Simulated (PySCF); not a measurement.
# Electronic structure of Zn³⁺ (zinc, charge +3) at the UHF level

Configuration: [Ar] 3d9, 2D determinant. Calculation: PySCF 2.14, in aug-cc-pVQZ-DK (9s8p6d4f3g2h, 140 functions); the spin-free X2C one-electron Hamiltonian (Gaussian nucleus).

| Quantity | Value |
| --- | --- |
| Total energy | -1792.005371 hartree |
| One-electron energy | -2459.7450 hartree |
| Hartree (Coulomb) energy | 737.4020 hartree |
| Exchange energy | -69.6624 hartree |
| ⟨S²⟩ | 0.7510 |
| ⟨L²⟩ | 6.011 |
| Sum of ⟨r⟩ | 14.62 bohr |
| Sum of ⟨r²⟩ | 12.44 bohr² |
| Traceless quadrupole moment −½Σ⟨3z² − r²⟩ along its main axis | -0.240 e·bohr² |
| Langevin diamagnetic susceptibility | -9.85 ×10⁻⁶ cm³/mol |

```json
{"shell": "1s α", "electrons": "1", "mean orbital energy (hartree)": "-359.11724", "spread (hartree)": "0", "rms radius, mean of both spins (bohr)": "0.0580"}
{"shell": "1s β", "electrons": "1", "mean orbital energy (hartree)": "-359.11650", "spread (hartree)": "0", "rms radius, mean of both spins (bohr)": "0.0580"}
{"shell": "2s α", "electrons": "1", "mean orbital energy (hartree)": "-46.93219", "spread (hartree)": "0", "rms radius, mean of both spins (bohr)": "0.244"}
{"shell": "2s β", "electrons": "1", "mean orbital energy (hartree)": "-46.88573", "spread (hartree)": "0", "rms radius, mean of both spins (bohr)": "0.244"}
{"shell": "2p α", "electrons": "3", "mean orbital energy (hartree)": "-40.74167", "spread (hartree)": "0.05011", "rms radius, mean of both spins (bohr)": "0.219"}
{"shell": "2p β", "electrons": "3", "mean orbital energy (hartree)": "-40.69599", "spread (hartree)": "0.00249", "rms radius, mean of both spins (bohr)": "0.219"}
{"shell": "3s α", "electrons": "1", "mean orbital energy (hartree)": "-7.39420", "spread (hartree)": "0", "rms radius, mean of both spins (bohr)": "0.727"}
{"shell": "3s β", "electrons": "1", "mean orbital energy (hartree)": "-7.27964", "spread (hartree)": "0", "rms radius, mean of both spins (bohr)": "0.727"}
{"shell": "3p α", "electrons": "3", "mean orbital energy (hartree)": "-5.47559", "spread (hartree)": "0.09656", "rms radius, mean of both spins (bohr)": "0.766"}
{"shell": "3p β", "electrons": "3", "mean orbital energy (hartree)": "-5.33889", "spread (hartree)": "0.06641", "rms radius, mean of both spins (bohr)": "0.766"}
{"shell": "3d α", "electrons": "5", "mean orbital energy (hartree)": "-2.33860", "spread (hartree)": "0.11693", "rms radius, mean of both spins (bohr)": "0.910"}
{"shell": "3d β", "electrons": "4", "mean orbital energy (hartree)": "-2.27271", "spread (hartree)": "0.09054", "rms radius, mean of both spins (bohr)": "0.910"}
```

Densities and radii are taken from the X2C orbitals without a picture-change correction, which distorts them close to the nucleus.

Spin-orbit constants ζ (cm⁻¹) from the X2C one-electron operator on these orbitals: bare nucleus, nucleus screened by l(l+1)(2l+1)/3 electrons, and screened by the Breit-Pauli mean field of the electrons.

```csv
shell,bare,screened nucleus,mean field
2p,133800,124900,n/a
3p,17260,16110,n/a
3d,1836,1224,n/a
```

To first order the Landé constant is A = -1224 cm⁻¹, so the lowest level has J = 5/2 and lies 0.152 eV below the centre of the term.
